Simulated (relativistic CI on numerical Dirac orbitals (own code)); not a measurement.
## Re⁴⁺: 5d valence photoemission

Computed with this model: Dirac-Coulomb-Breit CI, orbitals from a KLI potential per configuration, model QED, valence Slater integrals scaled by 0.8, multiplet model of photoemission in the sudden approximation; configurations [Xe] 4f14 5d3 → [Xe] 4f14 5d2; 300 K; Lorentzian 0.3 eV and Gaussian 0.5 eV FWHM. Energies are those of the free ion, without screening or charge transfer. The energies are binding energies and can lie tens of eV above those of solids. S is read from ⟨S²⟩ = S(S + 1).

Field parameters in Wybourne normalisation: Oh B⁴₀ = 21Dq, B⁴₄ = √(5/14) B⁴₀. The field is a parameter set, without covalency.

free ion: ground-state S = 1.40, centroid 52.69 eV. Peaks (eV, height): 52.2 (100), 53.1 (24), 53.9 (24).

Oh, 10Dq = 8500 cm⁻¹: ground-state S = 1.43, centroid 52.95 eV. Peaks (eV, height): 52.5 (100), 53.4 (45), 54.7 (9).

Oh, 10Dq = 23450 cm⁻¹: ground-state S = 1.46, centroid 53.68 eV. Peaks (eV, height): 53.3 (100), 54.0 (64).

Oh, 10Dq = 38400 cm⁻¹: ground-state S = 1.47, centroid 54.41 eV. Peaks (eV, height): 54.1 (100), 54.7 (69).

Strongest unbroadened transitions for Oh, 10Dq = 23450 cm⁻¹:

| Energy (eV) | Relative strength |
| --- | --- |
| 53.25 | 67.4 |
| 53.33 | 100.0 |
| 54.03 | 71.5 |
| 54.21 | 29.1 |
| 54.98 | 1.0 |
| 55.12 | 1.3 |
| 56.32 | 0.0 |
| 56.51 | 0.2 |
| 56.59 | 0.4 |
| 56.65 | 0.3 |
| 56.70 | 0.3 |
| 57.51 | 1.9 |
| 57.52 | 0.5 |
| 57.60 | 0.6 |
| 57.98 | 0.5 |
| 58.30 | 0.5 |
